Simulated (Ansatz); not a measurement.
Program: Ansatz. Geometries: PBE0-D4/def2-TZVP. ΔE: electronic, gas phase. CCSD(T)/CBS adds triple-zeta CCSD(T) − MP2 to the extrapolated MP2 energy (def2 sets, frozen cores). DFT in def2-TZVPP. B3LYP here is the variant with VWN-RPA as its local correlation; programs differ in this. Elements past krypton have def2 core potentials. For Sn outer-core shells are correlated without core-valence functions, which leaves a few kJ/mol of doubt a bond. Each species was taken in one conformer, which may not be the lowest.

Reaction (redistribution): `[CH3][Sn]([CH3])([F])[F]` + `[SiH3]BO[SiH3]` → `[CH3][Sn]([F])([F])[SiH3]` + `COB[SiH3]`

(1) Is it downhill or uphill in electronic energy at CCSD(T)/CBS, and by how much? (Best estimate.)

(2) What do these levels give: PBE0-D4, B3LYP-D4, ωB97X-V, ωB97M-V, B2PLYP, r2SCAN, B3LYP, MP2/def2-TZVPP, SCS-MP2/def2-TZVPP, CCSD/def2-TZVPP, CCSD(T)/def2-TZVPP, HF/def2-QZVPP? (Estimate.)

Largest T1 diagnostic among the species: 0.014.

Results:

(1) Computed: Uphill: ΔE = +140.0 kJ/mol.

(2) Ansatz gave: PBE0-D4 118.5, B3LYP-D4 126.7, ωB97X-V 129.2, ωB97M-V 134.2, B2PLYP 135.2, r2SCAN 127.2, B3LYP 125.5, MP2/def2-TZVPP 149.6, SCS-MP2/def2-TZVPP 147.1, CCSD/def2-TZVPP 140.7, CCSD(T)/def2-TZVPP 138.8, HF/def2-QZVPP 148.9 kJ/mol.

From PBE to PBE0 (25 % exact exchange), in def2-TZVPP and without D4, ΔE moves by +10.2 kJ/mol.
